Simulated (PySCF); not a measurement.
# Ca: interval between two levels

Ca [Ar] 4s2 → Ca [Ar] 3d1 4s1 [3D3, M_J = 3], as a difference of total energies. All numbers are calculated (PySCF 2.14, the two-component X2C-1e Hamiltonian, in x2c-SVPall-2c with one added diffuse shell of s type (6s5p2d, 31 functions)). Correlated levels: [Ne] frozen; the 6 highest virtual spinors dropped. "Screened" scales the spin-orbit matrix elements by Boettger's factors to mimic the two-electron term; Breit and QED terms are absent.

```csv
method,interval between two levels (cm⁻¹),error (cm⁻¹)
GHF (spin-free),20097,-274
GMP2 (spin-free),25909,+5538
GHF (screened spin-orbit),20102,-269
GMP2 (screened spin-orbit),25919,+5548
```

Reference: 20371 cm⁻¹ (measured; NIST Handbook of Basic Atomic Spectroscopic Data (Sansonetti and Martin, J. Phys. Chem. Ref. Data 34, 1559 (2005))).

Errors of the correlated levels include the incompleteness of this basis and the frozen core.

The labels give the starting determinants; with spin-orbit coupling the two ends relaxed to ⟨J²⟩ = 0.00, ⟨L²⟩ = 0.00, ⟨S²⟩ = 0.00 and ⟨J²⟩ = 12.00, ⟨L²⟩ = 6.00, ⟨S²⟩ = 2.00.
